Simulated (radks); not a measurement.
Values are calculated unless marked as measured or tabulated.
Q: Successive ionisation energies (eV) of one element, from differences of total energies of ions in their ground configurations, starting at charge 0: 4.153, 27.616, 40.175, 53.582, 67.717. Code: a radial shooting solver on a logarithmic mesh with Libxc functionals. Model: Dirac Kohn-Sham, PBE, spin-unpolarised, spherical densities, point nucleus; open shells are shared between the two j in proportion to 2j + 1. Which element is it?

A: Rubidium (Z = 37). The first species listed is Rb in [Kr] 5s1, the last Rb4+ in [Ar] 3d10 4s2 4p3.
